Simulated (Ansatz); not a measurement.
`[GeH][Br]` + H–F → `[F][GeH]` + HBr at 500 K and 1 bar (ligand exchange at a Ge–Br bond).

Computed with Ansatz on PBE0-D4/def2-TZVP structures; ΔE is electronic, products minus reactants. CCSD(T)/CBS adds triple-zeta CCSD(T) − MP2 to the extrapolated MP2 energy (def2 sets, frozen cores). This one scheme is used for every species. For Br, Ge outer-core shells are correlated without core-valence functions, which leaves a few kJ/mol of doubt a bond. Scalar relativity is left out up to krypton.

```json
{"species": "`[GeH][Br]`", "CCSD(T)/CBS energy (Eh)": "-4650.03665", "H − E (kJ/mol)": "38.0", "S (J/(mol·K))": "299.7"}
{"species": "H–F", "CCSD(T)/CBS energy (Eh)": "-100.39570", "H − E (kJ/mol)": "39.4", "S (J/(mol·K))": "188.7"}
{"species": "`[F][GeH]`", "CCSD(T)/CBS energy (Eh)": "-2176.50038", "H − E (kJ/mol)": "39.0", "S (J/(mol·K))": "274.7"}
{"species": "HBr", "CCSD(T)/CBS energy (Eh)": "-2573.91920", "H − E (kJ/mol)": "30.5", "S (J/(mol·K))": "213.7"}
```

H − E and S are ideal-gas, rigid-rotor, harmonic terms from PBE0-D4/def2-TZVP. 1 Eh = 2625.50 kJ/mol, R = 8.31446 J/(mol·K).

Problem. By hand: ΔE, ΔH, ΔS and ΔG.

Solution. ΔE = (-2176.50038) + (-2573.91920) − (-4650.03665) − (-100.39570) = 0.01277 Eh = 33.5 kJ/mol. Δ(H − E) = 39.0 + 30.5 − 38.0 − 39.4 = -7.9, so ΔH = 25.6 kJ/mol. ΔS = 274.7 + 213.7 − 299.7 − 188.7 = 0.0 J/(mol·K). ΔG = 25.6 − 500 × (0.0)/1000 = 25.6 kJ/mol.

Problem. By hand: the equilibrium constant, and the temperature at which ΔG would vanish if ΔH and ΔS stayed fixed.

Solution. log₁₀ K = −ΔG/(RT ln 10) = -2.7. With ΔH or ΔS at zero there is no such temperature.

The number of gas molecules stays the same, so ΔS is small and ΔH decides. A doubt of 5 kJ/mol in ΔE shifts log₁₀ K by 0.5 here. These are equilibria of isolated gas molecules and say nothing of rates. Largest T1 diagnostic: 0.014 (customary marks: 0.02 for closed shells, 0.045 for open ones).

ΔS is within the doubt of such terms, so its sign, and with it that verdict, could turn.
